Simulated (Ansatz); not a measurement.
`F[Si](F)([SiH3])Cl` + CH₃SH → `CS[Si](F)(F)Cl` + SiH₄ at 700 K and 1 bar (cleavage of the Si–Si bond).

Program: Ansatz. Geometries: PBE0-D4/def2-TZVP. ΔE: electronic, gas phase. CCSD(T)/CBS is the MP2 limit (def2-TZVPP, def2-QZVPP) plus CCSD(T) − MP2 in def2-TZVPP, frozen cores. This one scheme is used for every species. Each species was taken in one conformer, which may not be the lowest.

```tsv
species	CCSD(T)/CBS energy (Eh)	H − E (kJ/mol)	S (J/(mol·K))
`F[Si](F)([SiH3])Cl`	-1239.50998	162.5	473.7
CH₃SH	-438.22835	160.2	309.0
`CS[Si](F)(F)Cl`	-1386.30078	205.9	499.2
SiH₄	-291.46306	115.5	252.9
```

H − E and S are ideal-gas, rigid-rotor, harmonic terms from PBE0-D4/def2-TZVP, for one conformer and one mirror image of each species. 1 Eh = 2625.50 kJ/mol, R = 8.31446 J/(mol·K).

Task: By hand: ΔE, ΔH, ΔS and ΔG.

Result: ΔE = (-1386.30078) + (-291.46306) − (-1239.50998) − (-438.22835) = -0.02551 Eh = -67.0 kJ/mol. Δ(H − E) = 205.9 + 115.5 − 162.5 − 160.2 = -1.3, so ΔH = -68.3 kJ/mol. ΔS = 499.2 + 252.9 − 473.7 − 309.0 = -30.6 J/(mol·K). ΔG = -68.3 − 700 × (-30.6)/1000 = -46.9 kJ/mol.

Task: By hand: the equilibrium constant, and the temperature at which ΔG would vanish if ΔH and ΔS stayed fixed.

Result: log₁₀ K = −ΔG/(RT ln 10) = 3.5. ΔG = 0 at ΔH/ΔS = 2232 K.

ΔH outweighs TΔS. A doubt of 5 kJ/mol in ΔE shifts log₁₀ K by 0.4 here. Other conformers and mirror images would add mixing entropy, several J/(mol·K) or more a flexible species. Modes under 60 cm⁻¹, often nearly free rotors, make the harmonic entropy too high. These are equilibria of isolated gas molecules and say nothing of rates. Largest T1 diagnostic: 0.012 (customary marks: 0.02 for closed shells, 0.045 for open ones).
